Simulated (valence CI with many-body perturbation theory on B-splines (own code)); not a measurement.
# Hyperfine factors and g values of Mg VII

Computed by configuration interaction combined with many-body perturbation theory (CI+MBPT): four valence electrons over a frozen Dirac-Fock core [He], a basis of 11 s, 11 p, 9 d, 7 f, 5 g, 2 h, 1 i functions for each j, with the one-electron correlation potential Σ1, the two-electron term Σ2, the three-electron term Σ3, Breit, model QED; selected CI, second order for the rest, scaled by the run's own slope (own B-spline code, finite nucleus).

Against 44 measured levels this calculation errs by 138 cm⁻¹ on average and by 327 at most. These come from a selection out of NIST levels in Kelleher and Podobedova, J. Phys. Chem. Ref. Data 37, 267 (2008). Levels without a partner in it may be off by more. Among the levels kept, up to 260 cm⁻¹ of a level comes from second order outside the variational space, and about a tenth of that is noise between levels of different J, which matters for small intervals.

A/g_I is the dipole constant over the nuclear g factor μ/I (μ in nuclear magnetons, uniformly magnetised nucleus), B/Q the quadrupole constant per barn. Both hold the static response of the core; the bare values leave it out. Large factors of s and p1/2 electrons are usually good to 5 to 10 %; those of open d and f shells near neutrality can be off by tens of per cent, and small factors of p3/2, d and f electrons come from cancelling terms and can be off by a factor of two or in sign, in half-filled shells by more. B is blank for J = 1/2, where it vanishes, and for nearly pure S terms. Energies count from the lowest level. Levels with J = 0 are left out.

Names give the largest LS component (configuration and term), which can be under half, so a name can repeat, a term be missing and a line seem to break the LS rules; names also repeat where a configuration has a term twice.

```
          Level  E (cm⁻¹)      g  A/g_I (MHz)  A/g_I bare  B/Q (MHz/b)  B/Q bare
   2s2 2p2 3P_1      1112  1.501        -56.0         350         1700      1720
   2s2 2p2 3P_2      2926  1.500         2240        2600        -3400     -3440
   2s2 2p2 1D_2     41062  1.000         3500        3500         6710      6790
   2s 2p3 5S°_2    117910  2.001         8160        8410                       
   2s 2p3 3D°_3    232880  1.333         8470        8290        -67.0     -70.9
   2s 2p3 3D°_2    232990  1.167         4900        4830          448       452
   2s 2p3 3D°_1    233060  0.500        -5760       -5470          217       218
   2s 2p3 3P°_1    275010  1.500        12000       11800         -280      -284
   2s 2p3 3P°_2    275020  1.500         9840        9600         -406      -409
   2s 2p3 1D°_2    354650  1.000         3510        3510         -132      -125
   2s 2p3 3S°_1    362370  1.999        -9400       -7630                       
   2s 2p3 1P°_1    397480  1.002         3470        3470          108       105
       2p4 3P_2    542440  1.500         1360        2000         3140      3180
       2p4 3P_1    544510  1.501         -728       -50.9        -1570     -1590
       2p4 1D_2    576460  1.000         3510        3510        -6420     -6500
2s2 2p 3s 3P°_1   1048400  1.493         7010        6960        -1750     -1770
2s2 2p 3s 3P°_2   1050800  1.501         3600        3710         3640      3690
2s2 2p 3s 1P°_1   1061000  1.007         2830        2940         3560      3600
 2s2 2p 3p 1P_1   1103600  0.983         3290        3250        -2100     -2130
 2s2 2p 3p 3D_1   1109500  0.522         4070        3820         1370      1390
 2s2 2p 3p 3D_2   1110500  1.167         2590        2650         1990      2010
 2s2 2p 3p 3D_3   1112500  1.334         1310        1480         4470      4520
 2s2 2p 3p 3S_1   1119300  1.980         -328         158                       
 2s2 2p 3p 3P_1   1124600  1.515         1190        1450         1250      1270
 2s2 2p 3p 3P_2   1125700  1.499         2020        2240        -2040     -2060
 2s2 2p 3p 1D_2   1143300  1.001         2240        2250         4390      4440
 2s 2p2 3s 5P_1   1178600  2.502        14900       14800         -368      -372
2s2 2p 3d 3F°_2   1178700  0.786         2640        2540          249       255
 2s 2p2 3s 5P_2   1179700  1.835         8800        8730         3690      3730
2s2 2p 3d 3F°_3   1180500  1.085         1510        1530         2380      2420
2s2 2p 3d 1D°_2   1180800  0.884          477         422        -1450     -1470
 2s 2p2 3s 5P_3   1181200  1.667         8750        8680        -3700     -3750
```

(1) Take the isotope of mass number 25, with I = 5/2, μ = -0.85533 μN and Q = 0.199 b. What is the hyperfine structure of 2s2 2p2 1D_2?

Results:

(1) From the table A = -1200 MHz, B = 1330 MHz. Shifts from the centre of gravity in MHz: F = 1/2: 9330, F = 3/2: 6930, F = 5/2: 3270, F = 7/2: -1170, F = 9/2: -5670.
